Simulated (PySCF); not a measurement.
**Identify the compound**

The spectra below were simulated for a compound C5N4.

¹³C{¹H} NMR (computed): δ 107.6, 18.7.

Fast rotation and ring inversion assumed for equivalent nuclei, isolated molecule, no relativistic terms, a single conformation. NMR shieldings at PBE0/pcSseg-1/GIAO; spin–spin couplings from B3LYP/pcJ-1; geometry from PBE0-D3(BJ)/def2-SVP; PySCF.

Referencing at the same level of theory: ¹³C vs TMS.

Q: Propose a structure and justify it.

A: 
Rings plus π bonds: 8 (no ring in the answer). 2 carbon signals for 5 carbons: some carbons are equivalent by symmetry or fast rotation. Carbon types of the structure: 5 × C. δC 107.6: nitrile carbon; this is the usual window of a C≡N carbon, which has no attached hydrogen. δC 18.7: quaternary sp3 carbon α to a nitrile; a saturated carbon with 4 carbon neighbours and no heteroatom attached.

The compound is `C(C(C#N)(C#N)C#N)#N`.

This is the structure that produced the data.

Shifts are as computed. Against solution values, carbons near 30 ppm lie about +2 ppm off and those near 130 ppm about +5 ppm. Of 1211 compounds with measured shifts, 218 miss one by over three times the rms of a fit or turn the order of signals round; such compounds aren't used in these exercises.
